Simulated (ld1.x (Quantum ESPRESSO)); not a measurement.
# titanium (Ti): PAW pseudisation with LDA (PZ), scalar-relativistic reference atom.

ld1.x (Quantum ESPRESSO) 7.5 input, shortened:

```
&input
   title='Ti', zed=22., rel=1, dft='PZ', iswitch=3,
   config='[Ar] 3d2 4s0 4p0'
 /
 &inputp
   pseudotype=3, lpaw=.true., tm=.true., lloc=-1, rcloc=2.05,
   nlcc=.true., new_core_ps=.true., rcore=1.40,
   which_augfun='BESSEL', rmatch_augfun=1.35
 /
6
4S  1  0   0.00   0.00  2.20  2.90  0.0
4S  1  0   0.00   2.40  2.20  2.90  0.0
3P  2  1   6.00   0.00  1.45  1.70  0.0
4P  3  1   0.00   0.00  1.45  1.70  0.0
3D  3  2   2.00   0.00  2.50  2.85  0.0
3D  3  2   0.00   2.05  2.50  2.85  0.0
 &test
   configts(1)='3p6 3d2 4s0 4p0'
 /
```

All-electron outer shells of the reference configuration (LDA (PZ), scalar-relativistic, ld1.x):

```tsv
shell	level (eV)	outermost node (bohr)	outermost maximum (bohr)
3s	-78.26	0.40	0.87
3p	-54.76	0.37	0.90
3d	-19.93	–	0.97
4s	-16.94	1.23	2.58
4p	-12.35	1.35	2.99
```

(1) Estimate the cutoffs (Ry, on a coarse ladder) from which the occupation-weighted sum of valence levels, in a spherical-Bessel basis at the reference potential, stays within 10 and 1 mRy of its value at 400 Ry.

(2) What does a ghost test show?

(3) Is the overlap operator S = 1 + Σ q|β⟩⟨β| positive definite (Bessel basis up to 400 Ry)?

(4) Which valence shell sets the plane-wave cutoff?

## Answers

(1) 30 Ry and 45 Ry.

(2) No extra level below or beside the all-electron valence levels (s, p, d, f tested).

(3) Yes: its lowest eigenvalue is 0.15 (p channel).

(4) 3p: its level needs 30 Ry to come within 1 mRy, against 12 Ry for 3d.

Its largest configuration-test error is -47 meV (3p6 3d1 4s0 4p0). Test run stopped at test 6 of 9 (negative rho), 2 before it not solved. Not counted: 3p6 3d2 4s2 4p0 (solver errors, printed error -57.7 eV); 3p6 3d2.5 4s1.5 4p0 (converged, but collapsed or in another state, printed error -26.3 eV).
